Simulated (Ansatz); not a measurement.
Species: sum formula BNH₂Br₂ (charge 0, singlet). SMILES: NB(Br)Br
Geometry from a B3LYP-D3(BJ)/def2-TZVP (Ansatz, a first-principles code) optimisation:
```
B
N 1 1.3817
H 2 1.0067 1 122.45
H 2 1.0067 3 115.10 1 -180.00
Br 1 1.9346 2 120.05 3 -180.00
Br 1 1.9346 2 120.05 3 0.00
```

Quantity: vertical triplet-singlet gap (E(triplet) - E(singlet); each state is the SCF solution reached for its spin; for the triplet T1 is 0.045), in kcal/mol. Correlated levels leave the core frozen unless marked. Open shells are spin-unrestricted. Spin-orbit coupling is left out. Frozen are the shells of the preceding noble gas and the d and f shells that filled before the atom's block. Non-relativistic. Basis-set limits of correlation are two-point, X^-3; Hartree-Fock from the larger set.

```json
[
 {"level": "B2PLYP/def2-TZVPD", "program": "Ansatz", "vertical triplet-singlet gap (kcal/mol)": "142.6"},
 {"level": "MP2/aug-cc-pVDZ", "program": "Ansatz", "vertical triplet-singlet gap (kcal/mol)": "156.9"},
 {"level": "RI-MP2/aug-cc-pVQZ", "program": "Ansatz", "vertical triplet-singlet gap (kcal/mol)": "157.1"},
 {"level": "RI-MP2/CBS(aug-cc-pVTZ,aug-cc-pVQZ)", "program": "Ansatz", "vertical triplet-singlet gap (kcal/mol)": "157.4"},
 {"level": "SCS-MP2/aug-cc-pVTZ", "program": "Ansatz", "vertical triplet-singlet gap (kcal/mol)": "157.4"},
 {"level": "SCS-MP2/aug-cc-pVQZ", "program": "Ansatz", "vertical triplet-singlet gap (kcal/mol)": "158.0"},
 {"level": "CCSD(T)/CBS(aug-cc-pVTZ,aug-cc-pVQZ)", "program": "Ansatz", "vertical triplet-singlet gap (kcal/mol)": "147.3"}
]
```
